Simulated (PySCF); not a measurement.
**Telling isomers of C$_{5}$H$_{13}$OP apart by NMR**

Computed data (PySCF 2.14): shielding tensors at PBE0/pcSseg-1 (GIAO), GFN2-xTB geometry. Non-relativistic Hamiltonian, no solvent model, averaged over atoms made equivalent by symmetry, fast rotation or ring inversion, a single conformation.

Scale: ¹H (σ = 31.72 ppm) and ¹³C (σ = 186.93 ppm) against TMS (reference shieldings calculated alike). Splittings of carbon signals by F and P are missing where no couplings were computed. Where no couplings were computed, multiplicities follow the n + 1 count of equivalent neighbours, and m marks all less simple cases (inequivalent or close neighbours, rings, F or P nearby). Shifts are as computed. Against solution values, carbons near 30 ppm lie about +3 ppm off and those near 130 ppm about +5 ppm. Of 1211 compounds with measured shifts, 218 miss one by over three times the rms of a fit or turn the order of signals round; such compounds aren't used in these exercises.

(1) Tabulate the signals of `C=P(C)(C)COC`, `COCCP(C)C` and their relative energies.

(2) What is the quickest way to tell C=P(C)(C)COC from COCCP(C)C?

Answers

(1) 
| SMILES | carbon types | δC | δH | E rel. (kcal/mol) |
| --- | --- | --- | --- | --- |
| C=P(C)(C)COC | 2×CH2 3×CH3 | 84.0, 63.2, 13.2, -0.5 | 3.53 (s, 3H), 3.13 (m, 2H), 1.33 (m, 6H), -0.12 (m, 2H) | 33.8 |
| COCCP(C)C | 2×CH2 3×CH3 | 74.0, 60.7, 39.6, 20.6 | 3.55 (m, 2H), 3.47 (s, 3H), 1.53 (m, 2H), 0.96 (m, 6H) | 0.0 |

Energies are electronic energies at PBE0/pcSseg-1 on these geometries, without zero-point or thermal terms, each for the one conformer computed, which needn't be the lowest.

(2) Both give the same number of carbon signals, with the same numbers of each carbon type, so the positions decide. The first has a carbon double-bonded to a heavier main-group atom (CH2) at -0.5 ppm, the second an sp3 CH2 bonded to P at 39.6 ppm. Their most deshielded carbons lie at 84.0 and 74.0 ppm.
